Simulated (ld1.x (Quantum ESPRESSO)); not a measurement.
## Which change was made? (K, TM)

```
Element                 : K (Z = 19)
Generator               : ld1.x (Quantum ESPRESSO) 7.5
Type                    : norm-conserving Troullier–Martins (Kleinman–Bylander form)
Functional              : PBE
Relativity              : scalar-relativistic
Frozen core             : [Ne] 3s2
Valence charge          : 7
Reference configuration : 3p6 4s1 4p0
Partial waves           : 3p (bound): rc 2.05 bohr; 3d channel at 0.05 Ry: rc 3.65 bohr; 4s (bound): rc 3.40 bohr
Local potential         : the s channel
Core correction         : Bessel-smoothed model core, default radius (core density twice the valence density)
```

Cutoffs, loose and tight: the cutoffs (Ry, on a coarse ladder) from which the occupation-weighted sum of valence levels, in a spherical-Bessel basis at the reference potential, stays within 10 and 1 mRy of its value at 400 Ry. They do not see the model core or the augmentation charge, which bear on the density cutoff. Test errors are all-electron minus pseudo excitation energies from the reference, over the configurations 3p6 4s0 4p0; 3p6 4s0.5 4p0; 3p6 4s0 4p1; 3p5 4s1 4p0; variants that change the core or the reference have their own tests.

The base gives: outcome: generated; cutoff, loose: 25 Ry; cutoff, tight: 40 Ry; bound ghosts: none; largest test error (meV): -339.

Question: After one change the result is: outcome: generated; cutoff, loose: 25 Ry; cutoff, tight: 45 Ry; bound ghosts: none; largest test error (meV): -216. Which change was it?
A. all radii but the core radius scaled by about 0.83 (s 2.82, p 1.70, d 3.04 bohr)
B. all radii but the core radius scaled by about 0.74 (s 2.50, p 1.52, d 2.70 bohr)
C. all radii but the core radius scaled by about 1.30 (s 4.42, p 2.66, d 4.74 bohr)

Answer: A. The others give: all radii but the core radius scaled by about 0.74 (s 2.50, p 1.52, d 2.70 bohr) → outcome: generated; cutoff, loose: 25 Ry; cutoff, tight: 50 Ry; bound ghosts: none; largest test error (meV): +351 | all radii but the core radius scaled by about 1.30 (s 4.42, p 2.66, d 4.74 bohr) → outcome: generated; cutoff, loose: 21 Ry; cutoff, tight: 35 Ry; bound ghosts: none; largest test error (meV): -174.
